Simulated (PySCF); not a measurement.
Radial density of Cl³⁺ (chlorine, charge +3)

B3LYP, [Ne] 3s2 3p2, high-spin 3P determinant. All numbers are calculated (PySCF 2.14, scalar relativity by spin-free X2C-1e, in cc-pVDZ-DK).

```
r (bohr)  4πr²ρ (e/bohr)  4πr²(ρα − ρβ)
 0.00127         0.07751         0.0000
 0.00213          0.2070         0.0000
 0.00358          0.5286         0.0001
 0.00603           1.322         0.0001
  0.0101           3.152         0.0003
  0.0171           6.889         0.0009
  0.0287           12.91         0.0032
  0.0482           18.77         0.0144
  0.0811           18.41         0.0610
   0.136           13.34         0.2013
   0.230           16.64         0.3632
   0.386           17.81         0.1609
   0.650           6.114         0.1404
    1.09           3.404         1.3946
    1.84           1.900         1.0290
    3.09         0.09760         0.0594
    5.20       0.0007710         0.0007
```

Densities and radii are taken from the X2C orbitals without a picture-change correction, which distorts them close to the nucleus.
